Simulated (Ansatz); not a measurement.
Ideal-gas functions of CH$_{5}$GaOSi, SMILES `[CH2]1O[SiH2][GaH]1` at 800 K and 1 bar, from an Ansatz frequency run at PBE0-D4/def2-TZVP.

Molar mass 130.86 g/mol, point group Cs (symmetry number 1), electronic degeneracy 1, moments of inertia 76.801, 171.208, 239.11 u Å². Harmonic wavenumbers (cm⁻¹, unscaled): 79, 325, 332, 362, 422, 507, 584, 638, 673, 755, 807, 964, 1033, 1197, 1216, 1463, 1959, 2182, 2184, 3030, 3077.

Use S(trans) = R[1.5 ln M + 2.5 ln T − 1.1517]; rotational temperatures θ = 24.2544 K / I; S(rot) = R[ln(√π/σ · √(T³/θAθBθC)) + 1.5]; for each mode x = 1.438777 ν̃/T, S = R[x/(eˣ − 1) − ln(1 − e⁻ˣ)] and H = RT x/(eˣ − 1); 1 cm⁻¹ = 0.0119627 kJ/mol; R = 8.31446 J/(mol·K).

Q: By hand: the entropy, in J/(mol·K).

A: Translation 190.2. Rotation: θ = 0.3158, 0.1417, 0.1014 K, giving 123.0. Vibration, mode by mode: 24.55, 12.90, 12.72, 12.03, 10.80, 9.36, 8.28, 7.61, 7.22, 6.38, 5.91, 4.71, 4.27, 3.38, 3.29, 2.32, 1.14, 0.82, 0.82, 0.23, 0.22, in all 139.0. Electronic 0.0. Sum 452.2 J/(mol·K).

Q: By hand: H − E and G − E in kJ/mol, counted from the electronic energy.

A: Zero-point energy ½ × 23789 × 0.0119627 = 142.3; thermal vibration 57.9; translation, rotation and pV give 4 RT = 26.6. H − E = 226.8 kJ/mol, and G − E = 226.8 − 800 × 452.2/1000 = -135.0 kJ/mol.

Vibration gives 31 % of the entropy, 24.5 J/(mol·K) of it from the mode under 150 cm⁻¹: soft modes count most, and the harmonic formula is weakest for them.
